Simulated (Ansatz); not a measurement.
Geometry optimisation of C₃H₇FGe (`C=[C](C)[GeH2][F]`).

```yaml
crystal:
  periodic: [false, false, false]
  atoms:
    - {symbol: C, position_ang: [0.017083, 1.596983, 0.034182]}
    - {symbol: C, position_ang: [0.128149, 0.258957, 0.157187]}
    - {symbol: C, position_ang: [0.960259, -0.434549, 1.200836]}
    - {symbol: Ge, position_ang: [-0.872736, -0.836031, -1.116703]}
    - {symbol: F, position_ang: [-1.730663, 0.313457, -2.152442]}
    - {symbol: H, position_ang: [0.555063, 2.282080, 0.714702]}
    - {symbol: H, position_ang: [-0.609993, 2.050414, -0.750241]}
    - {symbol: H, position_ang: [0.337912, -1.088985, 1.849595]}
    - {symbol: H, position_ang: [1.729172, -1.093309, 0.740983]}
    - {symbol: H, position_ang: [1.483610, 0.292733, 1.855128]}
    - {symbol: H, position_ang: [0.038693, -1.675753, -2.054895]}
    - {symbol: H, position_ang: [-1.959648, -1.721196, -0.444331]}
basis:
  gaussian: {orbitals: def2-TZVP}
hamiltonian: {xc: pbe0, dispersion: d4}
relax: {f_tol: 0.005, max_steps: 150}
```

```sh
$ ansatz run in.yaml --threads 4 --pin off --events-out ev --progress --plain --max-ram 10444MiB
```

It prints (some lines left out):

```
Functional definition: PBE0
mean field -62449.24393323 eV, -2294.9673849282 hartree, gradient 2.5e-5 eV, S^2 0.000000; 0 other end points of the search recorded, 0 dependent functions left out
relax step   1: F+E_penalty+E_count = -62449.44937265 eV  Δ(F+E_penalty+E_count) = +0.000e0 eV  max|allowed force component| = 7.926e-1 eV/Å  Δτ_max = 0.0000 Å  (29 SCF iters, accepted)
mean field -62449.29258885 eV, -2294.9691729895 hartree, gradient 9.5e-6 eV, S^2 0.000000; 0 other end points of the search recorded, 0 dependent functions left out
relax step   2: F+E_penalty+E_count = -62449.49876648 eV  Δ(F+E_penalty+E_count) = -4.939e-2 eV  max|allowed force component| = 1.819e-1 eV/Å  Δτ_max = 0.0342 Å  (34 SCF iters, accepted)
mean field -62449.29396256 eV, -2294.9692234723 hartree, gradient 9.4e-6 eV, S^2 0.000000; 0 other end points of the search recorded, 0 dependent functions left out
relax step   3: F+E_penalty+E_count = -62449.50077268 eV  Δ(F+E_penalty+E_count) = -2.006e-3 eV  max|allowed force component| = 1.732e-1 eV/Å  Δτ_max = 0.0286 Å  (33 SCF iters, accepted)
mean field -62449.29659322 eV, -2294.9693201473 hartree, gradient 9.4e-6 eV, S^2 0.000000; 0 other end points of the search recorded, 0 dependent functions left out
relax step   4: F+E_penalty+E_count = -62449.50338107 eV  Δ(F+E_penalty+E_count) = -2.608e-3 eV  max|allowed force component| = 4.619e-2 eV/Å  Δτ_max = 0.0222 Å  (33 SCF iters, accepted)
mean field -62449.29715957 eV, -2294.9693409602 hartree, gradient 9.4e-6 eV, S^2 0.000000; 0 other end points of the search recorded, 0 dependent functions left out
relax step   5: F+E_penalty+E_count = -62449.50380968 eV  Δ(F+E_penalty+E_count) = -4.286e-4 eV  max|allowed force component| = 1.315e-2 eV/Å  Δτ_max = 0.0080 Å  (34 SCF iters, accepted)
mean field -62449.29718544 eV, -2294.9693419110 hartree, gradient 9.4e-6 eV, S^2 0.000000; 0 other end points of the search recorded, 0 dependent functions left out
relax step   6: F+E_penalty+E_count = -62449.50384014 eV  Δ(F+E_penalty+E_count) = -3.046e-5 eV  max|allowed force component| = 4.729e-3 eV/Å  Δτ_max = 0.0020 Å  (33 SCF iters, accepted)
mean field -62449.29718544 eV, -2294.9693419110 hartree, gradient 9.4e-6 eV, S^2 0.000000; 1 other end points of the search recorded, 0 dependent functions left out
Total energy: -62449.50387243 eV, -2294.9769375177 hartree
Atom 0 at     0.025413     1.583449     0.043743 Å, force     0.000941    -0.004055    -0.001833 eV/Å
Atom 1 at     0.121268     0.262593     0.149665 Å, force    -0.004127     0.003093    -0.003828 eV/Å
Atom 2 at     0.950275    -0.425864     1.187180 Å, force     0.002000    -0.000835     0.002623 eV/Å
Atom 3 at    -0.867706    -0.831806    -1.108583 Å, force    -0.002635     0.001708    -0.004034 eV/Å
Atom 4 at    -1.724823     0.276588    -2.150529 Å, force     0.001904    -0.001945     0.001945 eV/Å
Atom 5 at     0.560865     2.241962     0.724822 Å, force    -0.000604    -0.000164     0.000550 eV/Å
Atom 6 at    -0.584735     2.054701    -0.719061 Å, force     0.000680     0.004729     0.002061 eV/Å
Atom 7 at     0.336920    -1.070995     1.824849 Å, force    -0.000429    -0.001350    -0.000077 eV/Å
Atom 8 at     1.711231    -1.067297     0.730556 Å, force     0.000569    -0.000278    -0.001403 eV/Å
Atom 9 at     1.459366     0.297382     1.828922 Å, force    -0.000211     0.000695     0.000225 eV/Å
Atom 10 at     0.033505    -1.668671    -2.033138 Å, force     0.001794    -0.001403     0.001745 eV/Å
Atom 11 at    -1.944677    -1.707240    -0.444426 Å, force     0.000117    -0.000196     0.002028 eV/Å
Dipole moment:     0.317065    -0.192957     0.391576 e Å
```

Run time 28 s (4 threads of an Arm Neoverse V1 on a shared host); peak host memory 0.62 GiB.
